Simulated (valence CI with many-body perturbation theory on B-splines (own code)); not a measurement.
The numbers below are computed, except where a source is named.
Ag⁴⁰⁺: what the settings do

Method: configuration interaction combined with many-body perturbation theory (CI+MBPT): five valence electrons over a frozen Dirac-Fock core [He], a basis of 6 s, 6 p, 5 d, 3 f, 1 g functions for each j, with the one-electron correlation potential Σ1 (screened to all orders), the two-electron term Σ2, the three-electron term Σ3, Breit, model QED; selected single and double excitations, second order for the rest (own B-spline code, finite nucleus).

No measured spectrum was set against this ion. As an estimate, large intervals hold to a few tenths of a per cent, small ones and those within an open d or f shell to about a per cent. Among the levels kept, up to 1400 cm⁻¹ of a level comes from second order outside the variational space, and about a tenth of that is noise between levels of different J, which matters for small intervals.

The reference run has the lowest level (2s^2 2p1/2^2 2p3/2) J=3/2 and an ionisation energy of 6167.36 eV. Its largest variational space holds 10000 state functions.

Levels are named by their leading jj configuration (3d3/2^4 stands for four electrons in 3d with j = 3/2), which in mixed levels can hold well under half, so a name can repeat and another be missing. Letters in brackets count levels of one name in rising energy.

| Level | Reference (cm⁻¹) | Shift (cm⁻¹) |
| --- | --- | --- |
| (2s^2 2p1/2 2p3/2^2) J=3/2 | 1357680 | +55 |
| (2s^2 2p1/2 2p3/2^2) J=5/2 | 1501420 | +54 |
| (2s^2 2p1/2 2p3/2^2) J=1/2 | 1703410 | +55 |
| (2s 2p1/2^2 2p3/2^2) J=5/2 | 2811240 | +109 |
| (2s^2 2p3/2^3) J=3/2 | 3068420 | +111 |
| (2s 2p1/2^2 2p3/2^2) J=1/2 | 3262370 | +111 |
| (2s 2p1/2^2 2p3/2^2) J=3/2 | 3273490 | +112 |
| (2s 2p1/2 2p3/2^3) J=3/2 [a] | 4325470 | +162 |
| (2s 2p1/2 2p3/2^3) J=5/2 | 4548810 | +162 |
| (2s 2p1/2 2p3/2^3) J=1/2 | 4778880 | +165 |
| (2s 2p1/2 2p3/2^3) J=3/2 [b] | 4874650 | +164 |
| (2s 2p3/2^4) J=1/2 | 6282120 | +218 |

The ionisation energy moves by +0.011 eV.

(1) Which of these changes was made?
A. scale of Σ1 1 → -1
B. box radius (bohr) 1.4236 → 5.13; scale of Σ1 1 → 0.8
C. cutoff of virtual states (hartree) 4418 → 112000
D. Davidson tolerance 2e-05 → 0.001; logarithmic knot step 0.27 → 0.4

Results:

(1) C. cutoff of virtual states (hartree) 4418 → 112000.
